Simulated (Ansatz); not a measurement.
Stepwise reaction of `[SiH3][SiH2][GeH2][SiH3]` with hydrogen chloride, as a gas-phase model of exchange steps in deposition or etching. ΔE in kJ/mol.

Program: Ansatz. Geometries: PBE0-D4/def2-TZVP. ΔE: electronic, gas phase. CBS: MP2 limit from def2 TZ/QZ plus the TZ coupled-cluster correction, frozen cores. This one scheme is used for every species. DFT in def2-TZVPP. B3LYP here is the variant with VWN-RPA as its local correlation; programs differ in this. For Ge outer-core shells are correlated without core-valence functions, which leaves a few kJ/mol of doubt a bond. Scalar relativity is left out up to krypton. One conformer a species, not always the lowest.

| step | reaction | PBE-D4 | B3LYP-D4 | ωB97M-V | CCSD(T)/CBS |
| --- | --- | --- | --- | --- | --- |
| 1 | `[SiH3][SiH2][GeH2][SiH3]` + HCl → `[SiH3][GeH2][SiH2]Cl` + SiH₄ | -68.8 | -84.0 | -89.3 | -83.0 |

(1) Give the row of step 2, `[SiH3][GeH2][SiH2]Cl` + HCl → `Cl[SiH2][GeH2][Cl]` + SiH₄. (Estimate.)

(2) By hand: ΔE of the 2 steps together at CCSD(T)/CBS.

Answers

(1) The calculation gave: 
| step | reaction | PBE-D4 | B3LYP-D4 | ωB97M-V | CCSD(T)/CBS |
| --- | --- | --- | --- | --- | --- |
| 2 | `[SiH3][GeH2][SiH2]Cl` + HCl → `Cl[SiH2][GeH2][Cl]` + SiH₄ | -37.8 | -50.2 | -50.5 | -43.8 |

(2) (-83.0) + (-43.8) = -126.8 kJ/mol, or -63.4 kJ/mol a step.

In ΔE each step is higher than the one before. All are downhill at CCSD(T)/CBS. PBE-D4 differs from CCSD(T)/CBS by 6.0 to 14.2 kJ/mol a step. Only this route is followed, and other bonds may react first. Isolated molecules leave out the surface, adducts and barriers. Largest T1 diagnostic: 0.013.
